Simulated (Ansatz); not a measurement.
A CCSD(T) single point on BrH4NSn, SMILES `[NH2][SnH2][Br]`.

```yaml
crystal:
  periodic: [false, false, false]
  atoms:
    - {symbol: N, position_ang: [-1.053210, 0.006584, -0.745168]}
    - {symbol: Sn, position_ang: [0.608289, 0.043118, 0.375352]}
    - {symbol: Br, position_ang: [0.666640, -2.089298, 1.652003]}
    - {symbol: H, position_ang: [-1.757551, 0.692897, -0.518800]}
    - {symbol: H, position_ang: [-0.915986, -0.027697, -1.744324]}
    - {symbol: H, position_ang: [0.516171, 1.277187, 1.542328]}
    - {symbol: H, position_ang: [1.996946, 0.029209, -0.606992]}
basis:
  gaussian: {orbitals: def2-TZVPP}
correlation: {method: ccsd_t}
output: {orbitals: {seedname: orbitals}}
```

```sh
$ ansatz run in.yaml --threads 2 --pin off --events-out ev --progress --plain --max-ram 4352MiB
```

Log, shortened:

```
Functional definition: HF
1288 factors; integrals over basis functions are off by at most 9.4e-4 eV
mean field evaluation 1: about -77348.4121 eV, gradient 3.7e1 eV
mean field evaluation 2: about -77348.5390 eV, gradient 3.7e1 eV
mean field evaluation 4: about -77351.4938 eV, gradient 2.6e0 eV
mean field evaluation 8: about -77351.5277 eV, gradient 2.3e-1 eV
mean field -77351.52794259 eV, -2842.6162211416 hartree, gradient 3.5e-6 eV, S^2 0.000000; 0 other end points of the search recorded, 0 dependent functions left out
14 core orbitals not correlated: weight in the atoms' cores, before any rotation towards them, 1.000 or more for the frozen orbitals, at most 0.000 for the correlated occupied ones
reference -77351.52794259 eV, -2842.6162211416 hartree; 20, 20 occupied and 151, 151 virtual orbitals, 1288 factors
second order -22.35040400 eV of doubles, -0.00000000 eV of singles
cycle   1  -22.16629245 eV  change    1.8e-1 eV  update   9.8e-2
cycle   2  -22.69843364 eV  change   -5.3e-1 eV  update   2.7e-2
cycle   3  -22.77648040 eV  change   -7.8e-2 eV  update   1.4e-2
cycle   4  -22.76184664 eV  change    1.5e-2 eV  update   3.5e-3
cycle   5  -22.76065211 eV  change    1.2e-3 eV  update   1.8e-3
cycle   6  -22.76126109 eV  change   -6.1e-4 eV  update   5.4e-4
cycle   7  -22.76107667 eV  change    1.8e-4 eV  update   2.6e-4
cycle   8  -22.76105470 eV  change    2.2e-5 eV  update   8.1e-5
cycle   9  -22.76109333 eV  change   -3.9e-5 eV  update   2.9e-5
perturbative correction -0.74709962 eV, -0.0274554048 hartree
Total energy: -77375.03613555 eV, -2843.4801312981 hartree
```

Hardware: 2 threads of an Intel Xeon Platinum 8488C on a shared host. Wall time 76 s, peak host memory 2.2 GiB.

MP2 recovers 95.1 % of the CCSD(T) correlation energy and the triples give 3.2 %; T1 = 0.0106.
